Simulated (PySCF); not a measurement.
## Hf(40+): ionisation energy

Hf(40+) [Ar] 3d10 4s2 4p2 [4p1/2^2, M_J = 0] → Hf(41+) [Ar] 3d10 4s2 4p1 [4p1/2^1, M_J = 1/2], as a difference of total energies. Calculation: PySCF 2.14, in an uncontracted even-tempered set (16 s from 4.8 bohr⁻², ratio 2.8; 13 p from 6.2 bohr⁻², ratio 2.8; 8 d from 11 bohr⁻², ratio 2.8; 4 f from 27 bohr⁻², ratio 3); the two-component X2C-1e Hamiltonian. Correlated levels: [Ne] frozen; the 72 highest virtual spinors dropped. "Screened" scales the spin-orbit matrix elements by Boettger's factors to mimic the two-electron term; Breit and QED terms are absent.

```csv
method,ionisation energy (eV)
GHF (spin-free),1904.1
GMP2 (spin-free),1905.2
GHF (screened spin-orbit),1956.8
GMP2 (screened spin-orbit),1958.4
```

Breit and QED terms and the two-electron picture change are absent.

The spin-free rows relax to the high-spin LS determinant and lack the spin-orbit shift.

The labels give the starting determinants; with spin-orbit coupling the two ends relaxed to ⟨J²⟩ = 0.00, ⟨L²⟩ = 1.37, ⟨S²⟩ = 1.37 and ⟨J²⟩ = 0.75, ⟨L²⟩ = 2.05, ⟨S²⟩ = 0.80.

For comparison: 1963 ± 4 eV (theoretical estimate listed by NIST; NIST Atomic Spectra Database, ionization energies).
